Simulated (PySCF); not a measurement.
Species: C4H2FNOS.
Geometry (PBE0-D3(BJ)/def2-SVP, Å), atoms numbered from 1 in this order:
```xyz
10
C4H2FNOS angstrom
O     -2.7134    0.9572    0.4197
C     -1.9358    0.0807    0.1359
C     -0.4844    0.2697    0.0899
S      0.2948    1.7688    0.4135
N      1.8210    1.1855    0.1778
C      1.7946   -0.0887   -0.1360
C      0.4967   -0.6576   -0.1969
F      0.2655   -1.9211   -0.4927
H     -2.2728   -0.9541   -0.1136
H      2.7237   -0.6328   -0.3257
```

The calculation used PySCF, TDDFT CAM-B3LYP/def2-SVPD, vertical, gas phase, core orbitals frozen in the response.

Transition dipole moments from the ground state, in atomic units and in the frame of the coordinates above (overall signs are arbitrary), for the states with f of 0.002 or more among the lowest 4:

| state | E (eV) | μx | μy | μz |
| --- | --- | --- | --- | --- |
| S2 | 4.732 | 0.454 | -0.758 | -0.215 |
| S3 | 5.093 | -0.022 | -0.037 | 0.131 |
| S4 | 5.301 | 1.239 | 0.171 | -0.033 |

Question: What oscillator strength does each state have?

Answer: f = (2/3) ΔE |μ|² with ΔE in hartree (27.2114 eV).

```json
{"state": "S2", "|μ|² (au)": "0.828", "|μ| (D)": "2.31", "f": "0.096"}
{"state": "S3", "|μ|² (au)": "0.019", "|μ| (D)": "0.35", "f": "0.002"}
{"state": "S4", "|μ|² (au)": "1.565", "|μ| (D)": "3.18", "f": "0.203"}
```

Question: The point group is Cs. Which irreducible representation does each state belong to?

Answer: The ground state is totally symmetric, so the direction of μ fixes the label. Polarised normal to the mirror plane, so A″: S3. Polarised in the mirror plane, so A′: S2 and S4.

Question: Which bond between heavy atoms lies closest to the direction of the S4 transition dipole?

Answer: C2–C3, at 1° from it; next C6–C7 at 16°.

Question: What angle do the transition dipoles of S2 and S4 make?

Answer: |cos θ| = |μa·μb| / (|μa| |μb|) = 0.39, so θ ≈ 67° (taken between 0 and 90°, since the signs are arbitrary).

Question: What peak molar absorption coefficient would the strongest computed level give as a lone Gaussian band 0.5 eV wide at half height?

Answer: ε(max) = 2.175×10⁸ f / FWHM, with the width in cm⁻¹. S4: 2.175×10⁸ × 0.2032 / 4033 ≈ 11000 L mol⁻¹ cm⁻¹.

Rough CPU time on one thread of a shared machine: about 40 s.

One conformer stands for the species.
